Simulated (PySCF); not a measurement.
These are B3LYP-D3(BJ)/def2-TZVP // r2SCAN-D4/def2-SVP (PySCF) values and carry that method's errors. Gas-phase values, no solvent. B3LYP has the VWN-RPA correlation part, as in Gaussian. 

Reference species: [Cd(Cl)(CH3)] (neutral, multiplicity 1).

The dipole moment is 3.18 D and the coordination number is 2.

Changed species: [Cd(Cl)(F)] (Y = F; the reference has Y = CH3).

Question: What does the change do to the dipole moment and coordination number?

Answer: the dipole moment falls by 2.61 D, to 0.57 D; the coordination number stays essentially unchanged.
